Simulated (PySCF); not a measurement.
**O⁺: excitation energy**

O⁺ [He] 2s2 2p3 (4S) → O⁺ [He] 2s2 2p2 3s1 (4P), as a difference of total energies. Computed with PySCF 2.14 in x2c-QZVPPall with one added diffuse shell each of s, p, d, f type (8s5p4d3f1g, 73 functions), with scalar relativity by spin-free X2C-1e. Correlated levels: valence: 1s2 frozen. The calculations carry no spin-orbit coupling.

```csv
method,excitation energy (cm⁻¹)
UHF,183680
MP2 (valence),186960
SCS-MP2 (valence),185240
CCSD (valence),185310
CCSD(T) (valence),185180
```

Errors of the correlated levels include the incompleteness of this basis and the frozen core.

For comparison: 185400 cm⁻¹ (measured; NIST levels, between the centres of gravity of the two terms).
